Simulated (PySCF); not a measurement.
# Radial density of Zn (zinc, neutral)

UHF, [Ar] 3d10 4s2, closed-shell 1S. Computed with PySCF 2.14 in aug-cc-pVQZ-PP with ECP10MDF, with scalar relativity through the core potential. This is the valence pseudo-density: the core potential removes the inner electrons and smooths the orbitals near the nucleus.

| r (bohr) | 4πr²ρ (e/bohr) |
| --- | --- |
| 0.00576 | 1.490e-05 |
| 0.00970 | 3.730e-05 |
| 0.0163 | 9.832e-05 |
| 0.0274 | 0.0003968 |
| 0.0461 | 0.003684 |
| 0.0776 | 0.04547 |
| 0.131 | 0.4662 |
| 0.220 | 3.231 |
| 0.369 | 14.51 |
| 0.621 | 24.47 |
| 1.05 | 10.13 |
| 1.76 | 2.145 |
| 2.96 | 0.7258 |
| 4.97 | 0.1232 |
| 8.36 | 0.002662 |

Energies and moments cover only the electrons outside the core potential.
